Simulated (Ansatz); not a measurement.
**A family of molecules: the dipole moment**

One atom is swapped for its congeners: C3H6Cl2 (2,2-dichloropropane) `CC(C)(Cl)Cl`; Si(CH3)2Cl2 (dichlorodimethylsilane); Sn(CH3)2Cl2. The Ge member is missing. All are singlets with charge 0.

Shapes, held fixed at every level: PBE0-D4/def2-TZVP. Programs: Ansatz 0.2.0. Values in D.

Problem. How should the dipole moment change along the series?

Solution. At wB97M-V/def2-TZVPP the dipole moment rises at every step, from 2.23 to 3.78 D. Every level shows the same order. Measured values: NIST CCCBDB. For atoms past krypton def2 sets carry core potentials with scalar relativity.

```json
{"level": "PBE-D4/def2-TZVPP", "C3H6Cl2": "2.18", "Si(CH3)2Cl2": "2.29", "Sn(CH3)2Cl2": "3.71"}
{"level": "r2SCAN-D4/def2-TZVPP", "C3H6Cl2": "2.32", "Si(CH3)2Cl2": "2.37", "Sn(CH3)2Cl2": "3.84"}
{"level": "B3LYP-D4/def2-TZVPP", "C3H6Cl2": "2.23", "Si(CH3)2Cl2": "2.33", "Sn(CH3)2Cl2": "3.80"}
{"level": "wB97M-V/def2-TZVPP", "C3H6Cl2": "2.23", "Si(CH3)2Cl2": "2.32", "Sn(CH3)2Cl2": "3.78"}
{"level": "measured", "C3H6Cl2": "2.27", "Si(CH3)2Cl2": "–", "Sn(CH3)2Cl2": "–"}
```
